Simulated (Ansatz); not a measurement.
Born–Oppenheimer molecular dynamics of a periodic cell of 17 atoms, HC$_{16}$ (host C, host structure diamond, interstitial H). It goes on from the last frame of an earlier run, with new velocities.

All numbers below come from Ansatz 0.2.0, DFT PBE, scalar-relativistic, plane waves, PAW. Settings: cutoff 420 eV, k mesh 3x3x3, fermi-dirac smearing 0.05 eV, spin collinear.

| Item | Value |
| --- | --- |
| ensemble | NVT, Langevin thermostat |
| time step | 0.5 fs |
| steps asked | 80 |
| set temperature | 1680 K |
| friction | 0.05 /fs |
| seed | 184615 |

Frames 1 fs apart, positions in Å, forces in eV/Å.

Velocities at 5.0 fs (Å/ps):

```
C -22.09 1.03 14.45
C 4.78 5.57 -2.46
C 5.40 -5.96 5.17
C 3.89 -10.20 -10.76
C -8.68 3.05 1.19
C 11.51 5.91 19.70
C -8.96 12.90 5.65
C -5.96 -3.32 0.23
C -11.88 5.65 9.22
C -9.06 4.15 0.41
C -9.42 0.51 -13.05
C -3.58 5.03 -2.91
C 0.48 -13.54 6.85
C 10.15 -9.33 -24.58
C -2.81 -3.44 -5.54
C -4.38 15.12 -5.46
H 0.74 52.35 -67.11
```

```xyz
17
Lattice="0.0000 3.5700 3.5700 3.5700 0.0000 3.5700 3.5700 3.5700 0.0000" Properties=species:S:1:pos:R:3:forces:R:3 time_fs=5.0 energy_less_start_eV=1.089 T=1324
C -0.008 -0.004 0.066 2.40 1.00 -1.74
C 0.986 0.930 1.039 -1.91 -1.00 -3.54
C 1.745 1.851 0.159 2.59 -0.91 -5.33
C 2.710 2.704 0.856 -1.50 0.20 4.88
C 1.820 0.037 1.814 2.53 -1.81 0.62
C 2.718 0.925 2.702 0.26 -0.64 0.32
C 3.516 1.780 1.766 4.04 1.19 0.34
C 4.558 2.718 2.679 -4.24 -1.78 0.98
C 0.172 1.757 1.910 -3.90 2.25 -1.18
C 1.002 2.699 2.757 -0.50 -0.38 1.72
C 1.783 3.603 1.909 1.70 1.50 -3.76
C 2.683 4.564 2.664 0.56 -4.00 3.95
C 1.850 1.717 3.614 0.35 3.22 0.88
C 2.801 2.669 4.449 -1.80 -1.00 -0.22
C 3.591 3.493 3.548 1.18 4.30 0.20
C 4.496 4.490 4.485 -1.58 -2.38 0.82
H 6.402 6.276 5.958 -0.16 0.24 1.06
17
Lattice="0.0000 3.5700 3.5700 3.5700 0.0000 3.5700 3.5700 3.5700 0.0000" Properties=species:S:1:pos:R:3:forces:R:3 time_fs=6.0 energy_less_start_eV=1.260 T=1313
C -0.029 -0.004 0.077 3.54 1.17 -2.22
C 0.993 0.935 1.034 -2.45 -1.02 -2.77
C 1.750 1.847 0.162 2.23 -1.01 -5.82
C 2.710 2.691 0.846 -1.94 0.71 5.44
C 1.813 0.039 1.815 2.71 -1.71 0.80
C 2.732 0.931 2.721 -0.61 -0.85 -0.31
C 3.508 1.796 1.774 4.38 0.62 0.28
C 4.547 2.713 2.678 -3.76 -1.42 0.87
C 0.161 1.764 1.917 -3.30 1.99 -1.51
C 0.994 2.704 2.761 -0.47 -0.42 1.46
C 1.771 3.608 1.894 1.74 1.45 -3.06
C 2.679 4.567 2.664 0.39 -4.13 3.64
C 1.852 1.710 3.622 0.27 3.80 0.41
C 2.808 2.661 4.425 -2.16 -0.95 0.55
C 3.590 3.491 3.544 1.16 4.53 0.01
C 4.491 4.503 4.479 -1.60 -2.89 1.21
H 6.399 6.323 5.910 -0.11 0.11 1.03
17
Lattice="0.0000 3.5700 3.5700 3.5700 0.0000 3.5700 3.5700 3.5700 0.0000" Properties=species:S:1:pos:R:3:forces:R:3 time_fs=7.0 energy_less_start_eV=1.308 T=1245
C -0.047 -0.005 0.086 4.46 1.28 -2.42
C 0.999 0.936 1.028 -2.89 -0.90 -2.05
C 1.754 1.841 0.155 1.73 -1.26 -5.96
C 2.704 2.678 0.837 -2.08 1.35 5.75
C 1.813 0.040 1.813 2.56 -1.69 1.00
C 2.741 0.936 2.738 -1.15 -0.92 -1.04
C 3.503 1.813 1.776 4.45 -0.05 0.50
C 4.533 2.704 2.675 -3.13 -0.84 0.64
C 0.149 1.780 1.923 -2.82 1.40 -1.78
C 0.986 2.712 2.769 -0.39 -0.37 0.93
C 1.761 3.613 1.873 1.67 1.24 -2.12
C 2.674 4.566 2.669 0.45 -4.01 3.02
C 1.856 1.706 3.629 0.06 4.19 0.02
C 2.817 2.651 4.398 -2.39 -0.80 1.43
C 3.592 3.494 3.542 1.06 4.56 -0.27
C 4.485 4.514 4.474 -1.50 -3.19 1.42
H 6.392 6.360 5.881 -0.10 0.01 0.93
17
Lattice="0.0000 3.5700 3.5700 3.5700 0.0000 3.5700 3.5700 3.5700 0.0000" Properties=species:S:1:pos:R:3:forces:R:3 time_fs=8.0 energy_less_start_eV=1.243 T=1305
C -0.061 -0.002 0.092 5.06 1.00 -2.18
C 1.004 0.935 1.023 -3.24 -0.72 -1.57
C 1.760 1.835 0.143 1.06 -1.56 -5.84
C 2.691 2.662 0.833 -1.74 2.34 5.69
C 1.814 0.036 1.812 2.17 -1.45 1.09
C 2.750 0.935 2.752 -1.54 -0.75 -1.66
C 3.501 1.827 1.777 4.29 -0.71 0.73
C 4.515 2.700 2.671 -2.36 -0.39 0.50
C 0.134 1.806 1.924 -2.29 0.51 -1.85
C 0.978 2.716 2.779 -0.29 -0.18 0.37
C 1.750 3.621 1.854 1.64 0.77 -1.16
C 2.669 4.563 2.675 0.54 -3.64 2.30
C 1.865 1.704 3.633 -0.38 4.36 -0.27
C 2.821 2.644 4.377 -2.42 -0.64 2.01
C 3.592 3.506 3.543 0.91 4.26 -0.59
C 4.479 4.519 4.470 -1.27 -3.11 1.51
H 6.398 6.395 5.848 -0.13 -0.09 0.91
17
Lattice="0.0000 3.5700 3.5700 3.5700 0.0000 3.5700 3.5700 3.5700 0.0000" Properties=species:S:1:pos:R:3:forces:R:3 time_fs=9.0 energy_less_start_eV=1.154 T=1399
C -0.069 0.002 0.092 5.44 0.61 -1.56
C 1.009 0.936 1.018 -3.42 -0.75 -1.17
C 1.766 1.828 0.125 0.28 -1.80 -5.41
C 2.678 2.645 0.829 -1.17 3.39 5.53
C 1.821 0.026 1.813 1.55 -0.91 0.89
C 2.759 0.932 2.764 -1.92 -0.51 -2.16
C 3.499 1.838 1.778 4.04 -1.20 0.84
C 4.497 2.698 2.668 -1.54 -0.12 0.29
C 0.117 1.832 1.926 -1.74 -0.42 -1.96
C 0.974 2.720 2.785 -0.30 0.07 -0.08
C 1.740 3.633 1.834 1.73 -0.01 -0.26
C 2.662 4.557 2.681 0.75 -3.09 1.54
C 1.870 1.702 3.636 -0.67 4.36 -0.58
C 2.819 2.639 4.357 -2.26 -0.34 2.37
C 3.594 3.525 3.541 0.55 3.59 -0.62
C 4.474 4.518 4.468 -1.15 -2.69 1.42
H 6.410 6.420 5.821 -0.18 -0.17 0.93
17
Lattice="0.0000 3.5700 3.5700 3.5700 0.0000 3.5700 3.5700 3.5700 0.0000" Properties=species:S:1:pos:R:3:forces:R:3 time_fs=10.0 energy_less_start_eV=1.024 T=1490
C -0.071 0.013 0.091 5.60 -0.15 -0.71
C 1.010 0.937 1.013 -3.38 -0.92 -0.94
C 1.774 1.819 0.104 -0.54 -1.93 -4.62
C 2.663 2.630 0.830 -0.30 4.40 5.09
C 1.834 0.013 1.815 0.82 -0.31 0.61
C 2.766 0.931 2.774 -2.21 -0.28 -2.56
C 3.505 1.843 1.780 3.43 -1.42 0.84
C 4.479 2.698 2.670 -0.50 -0.03 -0.17
C 0.097 1.857 1.925 -1.18 -1.25 -1.95
C 0.973 2.720 2.788 -0.50 0.44 -0.45
C 1.731 3.648 1.813 1.82 -1.15 0.68
C 2.651 4.543 2.687 1.21 -2.26 0.71
C 1.872 1.705 3.640 -0.84 4.25 -1.02
C 2.819 2.637 4.338 -2.16 -0.09 2.83
C 3.601 3.541 3.534 -0.07 2.99 -0.46
C 4.469 4.513 4.466 -0.99 -2.04 1.18
H 6.414 6.436 5.816 -0.23 -0.26 0.94
17
Lattice="0.0000 3.5700 3.5700 3.5700 0.0000 3.5700 3.5700 3.5700 0.0000" Properties=species:S:1:pos:R:3:forces:R:3 time_fs=11.0 energy_less_start_eV=0.960 T=1489
C -0.071 0.026 0.091 5.73 -0.73 -0.05
C 1.006 0.940 1.013 -3.09 -1.10 -1.00
C 1.786 1.809 0.080 -1.45 -1.91 -3.53
C 2.650 2.621 0.833 0.34 5.03 4.48
C 1.846 -0.006 1.819 0.11 0.49 0.19
C 2.772 0.933 2.780 -2.42 -0.21 -2.83
C 3.513 1.846 1.780 2.68 -1.51 0.88
C 4.460 2.697 2.670 0.62 -0.06 -0.48
C 0.078 1.884 1.918 -0.69 -2.20 -1.87
C 0.971 2.720 2.783 -0.65 0.86 -0.57
C 1.728 3.665 1.792 1.89 -2.33 1.52
C 2.643 4.525 2.691 1.63 -1.28 -0.05
C 1.869 1.709 3.638 -0.96 4.09 -1.36
C 2.812 2.637 4.321 -1.93 0.27 3.14
C 3.608 3.557 3.529 -0.77 2.26 -0.27
C 4.463 4.510 4.467 -0.77 -1.36 0.76
H 6.415 6.442 5.814 -0.30 -0.31 1.04
17
Lattice="0.0000 3.5700 3.5700 3.5700 0.0000 3.5700 3.5700 3.5700 0.0000" Properties=species:S:1:pos:R:3:forces:R:3 time_fs=12.0 energy_less_start_eV=0.929 T=1464
C -0.068 0.036 0.094 5.71 -0.93 0.20
C 0.997 0.945 1.008 -2.70 -1.33 -0.95
C 1.796 1.797 0.058 -2.07 -1.64 -2.52
C 2.639 2.617 0.842 0.76 5.25 3.64
C 1.855 -0.021 1.820 -0.49 1.19 -0.15
C 2.774 0.936 2.782 -2.53 -0.17 -2.85
C 3.525 1.850 1.775 1.79 -1.69 1.13
C 4.445 2.696 2.670 1.64 -0.03 -0.75
C 0.058 1.910 1.910 -0.14 -2.97 -1.74
C 0.971 2.726 2.777 -0.83 0.96 -0.59
C 1.730 3.676 1.765 1.80 -3.27 2.46
C 2.640 4.507 2.691 1.89 -0.34 -0.62
C 1.866 1.715 3.642 -1.09 3.81 -2.01
C 2.799 2.638 4.314 -1.46 0.86 3.25
C 3.617 3.574 3.522 -1.62 1.35 -0.02
C 4.452 4.505 4.465 -0.33 -0.66 0.35
H 6.415 6.449 5.821 -0.34 -0.39 1.16
17
Lattice="0.0000 3.5700 3.5700 3.5700 0.0000 3.5700 3.5700 3.5700 0.0000" Properties=species:S:1:pos:R:3:forces:R:3 time_fs=13.0 energy_less_start_eV=0.970 T=1546
C -0.064 0.042 0.097 5.55 -1.00 0.31
C 0.982 0.949 1.002 -2.18 -1.63 -0.89
C 1.801 1.780 0.042 -2.32 -0.98 -1.48
C 2.631 2.618 0.858 0.79 5.07 2.38
C 1.863 -0.033 1.820 -1.11 1.73 -0.32
C 2.776 0.938 2.784 -2.53 -0.29 -2.95
C 3.539 1.855 1.770 0.86 -1.97 1.49
C 4.432 2.689 2.670 2.61 0.22 -0.89
C 0.035 1.932 1.899 0.56 -3.61 -1.39
C 0.972 2.729 2.772 -1.04 1.09 -0.70
C 1.734 3.684 1.740 1.71 -4.02 3.36
C 2.639 4.491 2.688 1.93 0.41 -1.03
C 1.865 1.723 3.645 -1.44 3.29 -2.64
C 2.783 2.637 4.310 -0.87 1.70 3.22
C 3.628 3.592 3.517 -2.45 0.30 0.08
C 4.438 4.501 4.463 0.32 0.00 0.04
H 6.413 6.434 5.819 -0.40 -0.30 1.41
17
Lattice="0.0000 3.5700 3.5700 3.5700 0.0000 3.5700 3.5700 3.5700 0.0000" Properties=species:S:1:pos:R:3:forces:R:3 time_fs=14.0 energy_less_start_eV=1.077 T=1677
C -0.059 0.048 0.100 5.30 -1.08 0.47
C 0.967 0.952 0.995 -1.58 -1.92 -0.86
C 1.805 1.758 0.025 -2.48 0.07 -0.39
C 2.622 2.623 0.877 0.87 4.42 1.03
C 1.871 -0.041 1.820 -1.76 2.15 -0.48
C 2.775 0.939 2.789 -2.51 -0.41 -3.21
C 3.553 1.855 1.766 -0.17 -1.97 1.76
C 4.419 2.682 2.668 3.60 0.45 -0.81
C 0.013 1.954 1.886 1.20 -4.38 -1.06
C 0.969 2.732 2.764 -0.99 1.22 -0.65
C 1.743 3.686 1.720 1.35 -4.29 3.95
C 2.640 4.479 2.683 1.97 0.82 -1.25
C 1.863 1.739 3.642 -2.00 2.42 -2.96
C 2.764 2.635 4.308 -0.23 2.71 3.16
C 3.639 3.607 3.514 -3.21 -0.60 0.01
C 4.420 4.498 4.465 1.28 0.46 -0.37
H 6.426 6.412 5.822 -0.63 -0.05 1.67
17
Lattice="0.0000 3.5700 3.5700 3.5700 0.0000 3.5700 3.5700 3.5700 0.0000" Properties=species:S:1:pos:R:3:forces:R:3 time_fs=15.0 energy_less_start_eV=1.232 T=1555
C -0.055 0.051 0.099 4.98 -1.08 0.66
C 0.959 0.955 0.983 -1.17 -2.27 -0.77
C 1.807 1.734 0.008 -2.43 1.25 0.55
C 2.610 2.636 0.899 1.26 3.37 -0.28
C 1.875 -0.045 1.817 -2.17 2.42 -0.55
C 2.774 0.940 2.796 -2.48 -0.55 -3.57
C 3.567 1.853 1.768 -1.30 -1.78 1.72
C 4.412 2.677 2.665 4.32 0.62 -0.62
C -0.008 1.975 1.871 1.79 -5.04 -0.75
C 0.964 2.737 2.753 -0.79 1.24 -0.52
C 1.752 3.689 1.703 0.85 -4.41 4.35
C 2.647 4.470 2.674 1.83 1.16 -1.24
C 1.860 1.755 3.631 -2.54 1.61 -2.99
C 2.745 2.633 4.310 0.21 3.57 3.05
C 3.645 3.620 3.514 -3.73 -1.41 -0.28
C 4.400 4.493 4.466 2.32 1.02 -0.62
H 6.443 6.385 5.840 -0.95 0.27 1.88
17
Lattice="0.0000 3.5700 3.5700 3.5700 0.0000 3.5700 3.5700 3.5700 0.0000" Properties=species:S:1:pos:R:3:forces:R:3 time_fs=16.0 energy_less_start_eV=1.417 T=1583
C -0.055 0.056 0.102 4.83 -1.06 0.63
C 0.951 0.959 0.975 -0.79 -2.52 -0.85
C 1.809 1.712 -0.006 -2.31 2.32 1.30
C 2.607 2.651 0.919 1.54 2.20 -1.44
C 1.881 -0.046 1.811 -2.62 2.53 -0.49
C 2.770 0.944 2.800 -2.21 -0.79 -3.82
C 3.583 1.849 1.772 -2.27 -1.45 1.61
C 4.410 2.672 2.661 4.79 0.79 -0.28
C -0.023 1.995 1.849 2.26 -5.63 -0.37
C 0.960 2.740 2.738 -0.46 1.39 -0.28
C 1.769 3.691 1.691 0.06 -4.28 4.55
C 2.658 4.460 2.664 1.56 1.48 -1.13
C 1.860 1.768 3.619 -3.18 1.03 -2.93
C 2.724 2.636 4.315 0.70 4.30 2.91
C 3.649 3.630 3.514 -3.90 -2.05 -0.60
C 4.386 4.491 4.466 3.27 1.23 -0.78
H 6.462 6.359 5.880 -1.26 0.52 1.98
```

Of the whole run (40 fs, mean temperature of the second half 1684 K): A run of 0.04 ps of so small a system gives no equilibrium averages. Limits of this set-up: coarse k mesh.

Time of the run: 25 min on 1 thread of AMD EPYC 7R13 Processor (Zen 3), on a shared host, peak memory 0.46 GiB.
